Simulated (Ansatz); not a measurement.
The same ligand exchange along the group B, Al, Ga, In.

Gas-phase electronic energies from Ansatz, PBE0-D4/def2-TZVP geometries. CCSD(T)/CBS is the MP2 limit (def2-TZVPP, def2-QZVPP) plus CCSD(T) − MP2 in def2-TZVPP, frozen cores. This one scheme is used for every species. DFT in def2-TZVPP. Elements past krypton have def2 core potentials. For Br, Ga, In outer-core shells are correlated without core-valence functions, which leaves a few kJ/mol of doubt a bond. Scalar relativity is left out up to krypton. Each species was taken in one conformer, which may not be the lowest.

| reaction | r2SCAN-D4 (kcal/mol) | PBE-D4 (kcal/mol) | CCSD(T)/CBS(def2) (kcal/mol) |
| --- | --- | --- | --- |
| `NBBr` + HBr → `BrBBr` + NH₃ | 14.5 | 13.9 | 13.5 |
| `[NH2][AlH][Br]` + HBr → `[Br][AlH][Br]` + NH₃ | -15.4 | -15.3 | -15.9 |
| `[NH2][GaH][Br]` + HBr → `[Br][GaH][Br]` + NH₃ | -20.0 | -19.8 | -18.8 |
| `[NH2][InH][Br]` + HBr → `[Br][InH][Br]` + NH₃ | -29.5 | -28.4 | -28.7 |

Largest T1 diagnostic: 0.013, for `[NH2][InH][Br]`.
